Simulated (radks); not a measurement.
Values are calculated unless marked as measured or tabulated.
Spin polarisation of the 2p3 shell in O+. Start: [He] 2s2 2p(up 1.5, down 1.5); electrons of 2p are moved from spin down to spin up, other shells keep equal spins. Code: a radial shooting solver on a logarithmic mesh with Libxc functionals. Model: scalar-relativistic Kohn-Sham, SCAN, spin-polarised, spherical densities, finite nucleus; meta-GGA in the generalised Kohn-Sham scheme; Fermi nuclear charge, rms radius of each element as measured or else 0.836 A^(1/3) + 0.57 fm.

moment (Bohr magnetons) = 0: E - E(0) (eV) 0.000; e(2p up) (eV) -24.678; e(2p down) (eV) -24.678; 2s down minus up (eV) 0.000; 1s down minus up (eV) 0.000
moment (Bohr magnetons) = 0.75: E - E(0) (eV) -0.356; e(2p up) (eV) -25.567; e(2p down) (eV) -23.629; 2s down minus up (eV) 1.856; 1s down minus up (eV) 0.724
moment (Bohr magnetons) = 1.5: E - E(0) (eV) -1.458; e(2p up) (eV) -26.306; e(2p down) (eV) -22.404; 2s down minus up (eV) 3.758; 1s down minus up (eV) 1.450
moment (Bohr magnetons) = 2.25: E - E(0) (eV) -3.294; e(2p up) (eV) -26.895; e(2p down) (eV) -20.984; 2s down minus up (eV) 5.764; 1s down minus up (eV) 2.181

At moment 2.25 the spin-polarisation energy is -3.294 eV and the 2p exchange splitting 5.911 eV, that is 2.627 eV per Bohr magneton; E = -I m^2/4 would give I = 2.603 eV.
